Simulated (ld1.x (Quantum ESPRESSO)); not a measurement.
# What one change does to a pseudopotential (scandium (Sc), TM)

ld1.x (Quantum ESPRESSO) 7.5 input, shortened:

```
&input
   title='Sc', zed=21., rel=1, dft='BP', iswitch=3,
   config='[Ar] 3d1 4s2 4p0'
 /
 &inputp
   pseudotype=2, tm=.true., lloc=-1, rcloc=1.20,
   nlcc=.false.
 /
3
3S  1  0   2.00   0.00  1.05  1.05  0.0
3P  2  1   6.00   0.00  1.90  1.90  0.0
3D  3  2   1.00   0.00  1.45  1.45  0.0
 &test
   configts(1)='3s2 3p6 3d1 4s2 4p0'
 /
```

Occupied shells without a wave of their own: 4s. They enter only through the test configuration that unscreens the potential.

All-electron outer shells of the reference configuration (BP86, scalar-relativistic, ld1.x):

```json
{"shell": "2s", "level (eV)": "-474.63", "outermost node (bohr)": "0.10", "outermost maximum (bohr)": "0.28"}
{"shell": "2p", "level (eV)": "-388.53", "outermost node (bohr)": "–", "outermost maximum (bohr)": "0.23"}
{"shell": "3s", "level (eV)": "-55.10", "outermost node (bohr)": "0.42", "outermost maximum (bohr)": "0.92"}
{"shell": "3p", "level (eV)": "-33.69", "outermost node (bohr)": "0.39", "outermost maximum (bohr)": "0.97"}
{"shell": "4s", "level (eV)": "-4.31", "outermost node (bohr)": "1.33", "outermost maximum (bohr)": "3.10"}
{"shell": "3d", "level (eV)": "-3.36", "outermost node (bohr)": "–", "outermost maximum (bohr)": "1.10"}
{"shell": "4p", "level (eV)": "-1.55", "outermost node (bohr)": "1.49", "outermost maximum (bohr)": "4.03"}
```

Change: core correction a·sin(br)/r model core inside 0.46 bohr (4s counted twice).

Cutoffs: the cutoffs (Ry, on a coarse ladder) from which the occupation-weighted sum of valence levels, in a spherical-Bessel basis at the reference potential, stays within 10 and 1 mRy of its value at 400 Ry; they do not see the model core or the augmentation charge, which bear on the density cutoff. Errors are all-electron minus pseudo energies relative to the spin-unpolarised reference configuration.

Question: Predict the effect on cutoff, ghosts and configuration errors.

Answer: The potential gets neither clearly harder nor softer (110 Ry and 180 Ry → 110 Ry and 180 Ry); of the 7 tests that both files solve, the error grows in 6 and shrinks in 1 by more than 15 % and 0.3 meV (median size 65.0 → 211.1 meV); neither file shows a bound ghost at the reference potential, the only one tested. In the changed file ld1.x takes every shell without a wave as core, so the model core holds the 4s electrons as well and exchange and correlation see them twice. This cancels in the reference configuration, but the file is broken for other ones, and its errors say nothing about a proper core correction. A model core, the more so a compact one, raises the density cutoff, which this test does not measure.

| quantity | base | changed |
| --- | --- | --- |
| cutoff, loose | 110 Ry | 110 Ry |
| cutoff, tight | 180 Ry | 180 Ry |
| bound ghosts | none | none |
| error for 3s2 3p6 3d1 4s1 4p0, meV [ΔE 7.06 eV] | -65 | -211 |
| error for 3s2 3p6 3d1 4s0 4p0, meV [ΔE 19.88 eV] | -174 | -1018 |
| error for 3s2 3p6 3d0 4s0 4p0, meV [ΔE 44.76 eV] | -262 | -1466 |
| error for 3s2 3p6 3d1 4s1.5 4p0, meV [ΔE 2.83 eV] | -28 | -61 |
| error for 3s2 3p6 3d0 4s2 4p0, meV [ΔE 8.51 eV] | +30 | -25 |
| error for 3s1 3p6 3d1 4s2 4p0, meV [ΔE 62.04 eV] | +23 | -39 |
| error for 3s2 3p6 3d1 4s0 4p1, meV [ΔE 10.51 eV] | -125 | -271 |
| s: phases at 2.04 bohr within 0.05 rad from the reference energy up to (Ry; the scan ends near 5) | 0.8 | 0.8 |
| p: phases at 2.04 bohr within 0.05 rad from the reference energy up to (Ry; the scan ends near 5) | 2.1 | 2.1 |
| d: phases at 2.04 bohr within 0.05 rad from the reference energy up to (Ry; the scan ends near 5) | 3.3 | 3.3 |

Base: The 4s level has no wave, so the channel is fitted at the deeper level alone: the likely source of the large errors. Changed file: These tests converged, but a pseudo level misses the all-electron one widely, so the file describes the atom poorly there or has found another state: 3s2 3p6 3d0 4s0 4p0: empty 4p by 2.0 eV.
